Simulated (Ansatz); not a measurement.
Coupled-cluster diagnostics for AlSi6, Ansatz.

Geometry of the doublet (B3LYP-D4/def2-SVP):

```
atom   x (Å)   y (Å)   z (Å)
 Al1  -0.420   1.648   1.040
 Si2   0.150   0.532   3.157
 Si3   0.382  -0.754   1.400
 Si4   0.267  -1.685  -2.660
 Si5  -0.854   2.280  -1.272
 Si6   0.617  -2.070  -0.421
 Si7  -0.142   0.050  -1.245
```

Correlated methods freeze 35 core orbitals. Another isomer (doublet) lies 1.37 eV lower at PBE0-D4/def2-TZVP; other spin states weren't run for this one.

Q: Estimate the CCSD(T) correlation energy, the shares of MP2 and (T), T1 and the reference's ⟨S²⟩ for: charge 0, doublet, own geometry in def2-SVP; and the rough time on 4 threads of Intel Xeon on a shared host.

A: 
```tsv
state	basis	correlation (eV)	MP2 share (%)	(T) share (%)	T1	⟨S²⟩ (pure)	wall time	remarks
charge 0, doublet, own geometry	def2-SVP	-18.818	85.6	8.1	0.056	1.22 (0.75)	61 s	large T1, spin-contaminated
```
Customary marks for T1 are 0.02 (closed shells), 0.045 (open shells) and about 0.05 (3d metals). T1 exceeds 0.02 in 1 of 1 rows and 0.045 in 1; the higher it lies, the less the single-reference result can be trusted.
